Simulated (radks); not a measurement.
Values are calculated unless marked as measured or tabulated.
Valence configurations of Ce IV (all share [Xe]). Code: a radial shooting solver on a logarithmic mesh with Libxc functionals. Model: Dirac Kohn-Sham, PBE, spin-unpolarised, spherical densities, finite nucleus; open shells are shared between the two j in proportion to 2j + 1; Fermi nuclear charge, rms radius 4.8771 fm. Energies are relative to 4f1; eigenvalues in eV.

valence	E (eV)	e(4f5/2)	e(4f7/2)	e(5d3/2)	e(5d5/2)	e(6p1/2)
4f1	0.000	-28.824	-28.481	-	-	-
6p1	16.306	-	-	-	-	-19.080
4f0.5 5d0.5	3.056	-32.049	-31.685	-24.760	-24.423	-
5d1	7.319	-	-	-25.678	-25.320	-
6s1	11.478	-	-	-	-	-
4f0.5 6p0.5	7.112	-33.987	-33.620	-	-	-17.932

NIST lists [Xe] 4f1 as the ground configuration; this level of theory agrees among the configurations tried. The energies are those of spherical spin-averaged densities, not of single terms.
